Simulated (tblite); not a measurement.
Start geometry of `CC(=O)C1=CC(=O)C=CC1=O` from a force field or distance geometry (Å):
```
atom  x, y, z in Å
C1     2.704   -0.432    0.352
C2     1.719    0.511   -0.327
O3     2.143    1.476   -0.950
C4     0.256    0.258   -0.202
C5    -0.559    1.280   -0.460
C6    -2.028    1.170   -0.375
O7    -2.752    2.124   -0.625
C8    -2.575   -0.123    0.045
C9    -1.779   -1.165    0.316
C10   -0.317   -1.058    0.219
O11    0.372   -2.041    0.457
H12    3.669    0.057    0.423
H13    2.367   -0.653    1.383
H14    2.807   -1.343   -0.239
H15   -0.192    2.265   -0.769
H16   -3.664   -0.192    0.119
H17   -2.178   -2.122    0.621
```

Q: What comes out of this run: tblite 0.8.0, GFN2-xTB geometry optimisation, gas phase?

A: 
```
atom  x, y, z in Å
C1     2.6176   -0.3093    0.5048
C2     1.7510    0.4320   -0.4656
O3     2.1710    1.1662   -1.3235
C4     0.2703    0.2285   -0.2899
C5    -0.5461    1.2861   -0.4228
C6    -2.0084    1.2099   -0.2498
O7    -2.7305    2.1743   -0.3908
C8    -2.5328   -0.1241    0.1041
C9    -1.7353   -1.1879    0.2134
C10   -0.2757   -1.1251    0.0009
O11    0.4092   -2.1258    0.0434
H12    3.6457    0.0318    0.4209
H13    2.2542   -0.1735    1.5214
H14    2.5630   -1.3731    0.2747
H15   -0.1387    2.2593   -0.6650
H16   -3.6011   -0.1882    0.2575
H17   -2.1204   -2.1690    0.4560
```

The energy falls by 2.8 kcal/mol over 85 L-BFGS steps, the largest force on an atom goes from 1.63 to 0.010 eV/Å, and the atoms move by 0.277 Å rms after alignment. The bond that changes most is C1–C2 (methyl carbon next to a carbonyl to ketone carbonyl carbon), which shortens by 0.026 Å. Bonds longer at the end by more than 0.005 Å: 4 of 17; shorter: 9. Among the angles that change most is C1–C2–O3, from 119.4° to 124.2°. Among the dihedrals that turn most is C1–C2–C4–C10, from -18° to -42°. Rotational constants go from 1843, 921.3, 622.6 to 1854, 907.7, 640.2 MHz. The orientation of the end geometry is arbitrary; only internal coordinates are fixed.

Time: 0.65 s wall. Hardware: an Arm Neoverse V1 with one thread, shared host with 32 logical CPUs at a one-minute load of 20.

Its GFN2-xTB frequencies are all real (lowest 34 cm⁻¹). One conformer, not necessarily the lowest. 3 starts were optimised and ended at 0.00, 0.73 and 4.96 kcal/mol (GFN2-xTB); the lowest of these is shown.

The numbers are calculated, not measured.
